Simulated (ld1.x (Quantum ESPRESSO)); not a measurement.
# An all-electron radial function and its pseudo partner (iron)

Columns: radius, all-electron u(r) and pseudo u(r) of the 3d shell (level -7.50 eV) of iron in the configuration [Ar] 3d6 4s2 4p0; PBE, scalar-relativistic, TM scheme, ld1.x (Quantum ESPRESSO) 7.5.

| r (bohr) | all-electron | pseudo |
| --- | --- | --- |
| 0.152 | 0.1692 | 0.0309 |
| 0.305 | 0.5277 | 0.2117 |
| 0.458 | 0.7870 | 0.5411 |
| 0.610 | 0.9042 | 0.8611 |
| 0.762 | 0.9186 | 1.0230 |
| 0.915 | 0.8755 | 1.0068 |
| 1.068 | 0.8065 | 0.8932 |
| 1.220 | 0.7297 | 0.7662 |
| 1.372 | 0.6535 | 0.6622 |
| 1.525 | 0.5816 | 0.5823 |
| 1.678 | 0.5162 | 0.5162 |
| 1.830 | 0.4579 | 0.4579 |
| 1.982 | 0.4062 | 0.4062 |
| 2.135 | 0.3601 | 0.3601 |
| 2.288 | 0.3194 | 0.3194 |
| 2.440 | 0.2837 | 0.2837 |
| 2.592 | 0.2520 | 0.2520 |
| 2.745 | 0.2238 | 0.2238 |
| 2.898 | 0.1987 | 0.1987 |
| 3.050 | 0.1766 | 0.1766 |
| 3.202 | 0.1570 | 0.1570 |
| 3.355 | 0.1395 | 0.1395 |
| 3.508 | 0.1239 | 0.1239 |
| 3.660 | 0.1102 | 0.1102 |
| 3.812 | 0.0979 | 0.0979 |
| 3.965 | 0.0870 | 0.0870 |

Q: How many radial nodes do the two functions have?

A: The all-electron 3d function has n − l − 1 = 0; the pseudo-wave has 0.

Q: At about which radius was the pseudo-wave matched?

A: 1.70 bohr, where the columns begin to agree (steps of 0.15 bohr).

Q: Is the pseudo-wave norm-conserving?

A: Yes: the TM scheme keeps the norm inside the radius equal to the all-electron one, which fixes the energy derivative of the logarithmic derivative at the level.
